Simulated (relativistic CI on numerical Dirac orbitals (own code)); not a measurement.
**One change at a time: Yb⁴⁶⁺**

Base calculation: Dirac-Coulomb-Breit CI, orbitals from a KLI potential per configuration, QED by a radiative potential, unscaled Slater integrals.

Configurations in the expansion (outside the closed core [Ne]): 3s2.3p6.3d6, 3s2.3p5.3d7, 3s2.3p4.3d8, 3s.3p6.3d7, 3p6.3d8, 3s.3p5.3d8, 3s2.3p6.3d5.4s, 3s2.3p6.3d5.4p, 3s2.3p4.3d7.4s, 3s2.3p6.3d5.4d, 3s2.3p5.3d6.4s, 3s2.3p6.3d5.4f, 3s2.3p6.3d4.4s2, 3s.3p6.3d6.4s, 3p6.3d7.4s, 3p6.3d7.4p. Levels of other configurations are missing.

The lowest level and the first level of each name with at least 55 % of one term (blank where a level has no safe partner in the second run):

| Level | Base (eV) | Shift (eV) |
| --- | --- | --- |
| 3s2.3p6.3d6 3F_4 | 0.000 | 0.000 |
| 3s2.3p6.3d6 5D_3 | 46.737 | +0.020 |
| 3s2.3p6.3d6 3G_5 | 56.423 | +0.017 |
| 3s2.3p6.3d6 3H_6 | 56.519 | +0.018 |
| 3s2.3p6.3d6 3P_1 | 77.004 | +0.014 |
| 3s2.3p6.3d6 5D_2 | 99.083 | +0.038 |
| 3s2.3p6.3d6 5D_0 | 101.979 | +0.037 |
| 3s2.3p6.3d6 3H_5 | 109.361 | +0.037 |
| 3s2.3p6.3d6 1I_6 | 112.806 | +0.036 |
| 3s2.3p6.3d6 1D_2 | 153.367 | +0.027 |
| 3s2.3p6.3d6 1S_0 | 168.913 | +0.027 |
| 3s2.3p5.3d7 5G°_6 | 345.914 | -0.063 |
| 3s2.3p5.3d7 3P°_0 | 356.272 | -0.063 |
| 3s2.3p5.3d7 3D°_3 | 357.220 | -0.062 |
| 3s2.3p5.3d7 5G°_5 | 399.662 | -0.062 |
| 3s2.3p5.3d7 3I°_7 | 420.284 | -0.062 |

At this charge energies of transitions that change n are usually good to better than 1 %, and those within a shell (Δn = 0) to a few per cent.

Question: One thing was changed in a second run, which moved the levels as shown. Which?
A. one mean potential for all configurations
B. valence Slater integrals scaled by 0.9
C. configuration mixing switched off
D. Breit term removed
E. QED terms removed

Answer: A. One mean potential for all configurations. One potential for all configurations removes the relaxation of the orbitals, which moves whole configurations and changes the integrals a little.

LS names give the leading component of a level, which can be under half, so a name can repeat, a term be missing and a line seem to break the LS rules.
